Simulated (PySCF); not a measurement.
Solvent effects on NMR parameters

Mapped SMILES: `[CH2:1]=[N:2][c:3]1[cH:4][cH:5][c:6]([O:7][SiH3:8])[cH:9][cH:10]1` (H(Xn): hydrogen on atom n). Ha(C1) is cis to C3; Hb(C1) is trans to C3.

GIAO PBE0/pcSseg-1 in PySCF 2.14 on one PBE0-D3(BJ)/def2-SVP conformer, non-relativistic, equivalent nuclei averaged. Solvents enter as an IEF-PCM continuum (methanol with ε = 32.6, acetonitrile with ε = 35.7) around the gas-phase geometry. Shifts are referred to TMS computed in the same medium.

Gas phase, δ in ppm: C6 161.7, C1 153.9, C3 150.3, C4/C10 127.9, C5/C9 121.8, Si8 -36.3, Ha(C1) 7.57, Hb(C1) 7.27, H(C4)/H(C10) 7.19, H(C5)/H(C9) 6.93, H(Si8) 5.07. Dipole moment 1.10 D.

Problem. How does each δ change in the continuum?

Solution. 
| atoms | environment | Δδ, methanol | Δδ, acetonitrile |
| --- | --- | --- | --- |
| C6 | aromatic carbon bearing oxygen | +1.1 | +1.1 |
| C1 | C=N carbon | +8.2 | +8.3 |
| C3 | aromatic carbon bearing nitrogen | +0.6 | +0.6 |
| C4/C10 | aromatic CH | +1.6 | +1.6 |
| C5/C9 | aromatic CH | +1.4 | +1.4 |
| Si8 | silicon bonded to O, 3 H | +2.3 | +2.3 |
| Ha(C1) | hydrogen on a C=N carbon | +0.26 | +0.27 |
| Hb(C1) | hydrogen on a C=N carbon | +0.24 | +0.24 |
| H(C4)/H(C10) | hydrogen on an aromatic CH | +0.21 | +0.21 |
| H(C5)/H(C9) | hydrogen on an aromatic CH | +0.24 | +0.24 |
| H(Si8) | hydrogen on a silicon bonded to O | +0.01 | +0.01 |

Changes are relative to the gas phase. The dipole moment becomes 1.45 D in methanol, 1.45 D in acetonitrile.

Problem. Which nuclei move most (in ppm), and what does the model miss?

Solution. C1 (C=N carbon, +8.3 ppm) in acetonitrile. A continuum only polarises the solute; specific hydrogen bonds, the anisotropy of aromatic solvents and changes of geometry or conformer are outside it.
